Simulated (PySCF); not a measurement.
B(CCH)(Cl)(H) (C₂H₂BCl), SMILES C#CBCl. Atoms are numbered in the order given.

```xyz
6

B     -0.7751    -0.0679     0.0000
C     -0.1643     1.3153     0.0000
C      0.3051     2.4406     0.0000
H      0.7231     3.4311     0.0000
Cl     0.2513    -1.4935     0.0000
H     -1.9641    -0.2370     0.0000
```

The structure is a stationary point at B3LYP-D3(BJ)/def2-SVP.

All values below come from CAM-B3LYP/def2-TZVPD (PySCF).

Symmetry labels are those of the subgroup Cs that the program uses (full group Cs).

**Question.** List the valence orbital energies around the gap with their symmetry. (Estimate from the structure and the level; the computed values follow.)

**Answer.** 
```json
[
 {"orbital": "HOMO−7", "symmetry": "A'", "energy (eV)": "-18.10"},
 {"orbital": "HOMO−6", "symmetry": "A'", "energy (eV)": "-16.32"},
 {"orbital": "HOMO−5", "symmetry": "A'", "energy (eV)": "-13.91"},
 {"orbital": "HOMO−4", "symmetry": "A'", "energy (eV)": "-13.13"},
 {"orbital": "HOMO−3", "symmetry": "A\"", "energy (eV)": "-11.66"},
 {"orbital": "HOMO−2", "symmetry": "A'", "energy (eV)": "-10.36"},
 {"orbital": "HOMO−1", "symmetry": "A\"", "energy (eV)": "-10.17"},
 {"orbital": "HOMO", "symmetry": "A'", "energy (eV)": "-9.88"},
 {"orbital": "LUMO", "symmetry": "A\"", "energy (eV)": "-1.32"},
 {"orbital": "LUMO+1", "symmetry": "A'", "energy (eV)": "0.60"},
 {"orbital": "LUMO+2", "symmetry": "A'", "energy (eV)": "1.06"},
 {"orbital": "LUMO+3", "symmetry": "A'", "energy (eV)": "1.45"}
]
```
